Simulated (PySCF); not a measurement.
**Multinuclear NMR of C4H6N2OSi**

Geometry:
| atom | x (Å) | y (Å) | z (Å) |
| --- | --- | --- | --- |
| O1 | 0.748 | 2.223 | 0.080 |
| C2 | -0.442 | 1.938 | 0.038 |
| C3 | -0.849 | 0.581 | -0.011 |
| N4 | -2.060 | 0.045 | -0.061 |
| C5 | -1.854 | -1.277 | -0.090 |
| C6 | -0.495 | -1.546 | -0.058 |
| N7 | 0.140 | -0.365 | -0.008 |
| Si8 | 1.862 | 0.079 | 0.055 |
| H9 | -1.221 | 2.709 | 0.036 |
| H10 | -2.673 | -1.967 | -0.133 |
| H11 | 0.035 | -2.476 | -0.068 |
| H12 | 2.226 | 0.704 | -1.206 |
| H13 | 2.431 | -1.285 | 0.036 |
| H14 | 2.151 | 0.636 | 1.366 |

Theoretical values (PySCF 2.14): PBE0/pcSseg-1 with gauge-including orbitals, coordinates at the GFN2-xTB level. Single conformer, in vacuum, non-relativistic, averaged over atoms made equivalent by symmetry, fast rotation or ring inversion.

(1) Predict the $^{29}$Si NMR data.

(2) Predict the $^{15}$N NMR data.

(3) What are the $^{17}$O shifts?

## Answers

(1) 
```csv
atoms,environment,σ (ppm),δ (ppm)
Si8,"silicon bonded to N, 3 H",415.4,-61.5
```

Shieldings were converted by a linear fit to measured shifts: $^{29}$Si: δ = 279.94 − 0.822σ (rms 8.9 ppm, 72 shifts, 25.8 ppm with the 6 outliers that the fit left out vs TMS, solution or neat liquid). A few per cent of atoms miss by over 2 rms, more outside the fitted compound classes.

On a 600 MHz spectrometer $^{29}$Si resonates near 119.2 MHz, so 1 ppm is 119.2 Hz.

(2) 
```
atoms                         environment  σ (ppm)  δ (ppm)
   N4  pyridine-type nitrogen of an azole    -74.8    -79.2
   N7          pyrrole-type ring nitrogen     60.1   -203.5
```

Shieldings were converted by a linear fit to measured shifts: $^{15}$N: δ = -148.07 − 0.921σ (rms 6.3 ppm, 71 shifts vs CH3NO2, solution or neat liquid). A few per cent of atoms miss by over 2 rms, more outside the fitted compound classes.

On a 600 MHz spectrometer $^{15}$N resonates near 60.8 MHz, so 1 ppm is 60.8 Hz.

(3) 
```json
{"atoms": "O1", "environment": "aldehyde oxygen", "σ (ppm)": "-228.5", "δ (ppm)": "474.8"}
```

Shieldings were converted by a linear fit to measured shifts: $^{17}$O: δ = 266.70 − 0.911σ (rms 10.7 ppm, 155 shifts, 12.2 ppm with the 3 outliers that the fit left out vs liquid water, solution or neat liquid). A few per cent of atoms miss by over 2 rms, more outside the fitted compound classes.

On a 300 MHz spectrometer $^{17}$O resonates near 40.7 MHz, so 1 ppm is 40.7 Hz.
